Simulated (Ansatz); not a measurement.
All numbers were calculated with Ansatz.

Basis-set series for `[SiH3][CH2][GeH2][PH2]`. Total charge 0; spin multiplicity 1. The structure was optimised at the PBE0-D4/def2-TZVP level. It is one conformer, not always the lowest.

| functional | basis | functions | energy (Eh) | HOMO (eV) | LUMO (eV) |
| --- | --- | --- | --- | --- | --- |
| PBE0-D4 | def2-TZVPP | 289 | -2750.84703 | -7.36 | 0.07 |
| PBE0-D4 | def2-QZVPP | 556 | -2750.91493 | -7.37 | -0.06 |
| ωB97M-V | def2-TZVPP | 289 | -2751.20042 | -9.41 | 1.83 |
| ωB97M-V | def2-QZVPP | 556 | -2751.26595 | -9.41 | 1.36 |

(1) Give the rows for def2-SVP. (Estimate.)

Answers

(1) The calculation gave: 
```csv
functional,basis,functions,energy (Eh),HOMO (eV),LUMO (eV)
PBE0-D4,def2-SVP,127,-2750.31929,-7.32,0.43
ωB97M-V,def2-SVP,127,-2750.66803,-9.34,2.33
```

Positive LUMOs are unbound and depend on the basis. Scalar relativity is left out up to krypton.
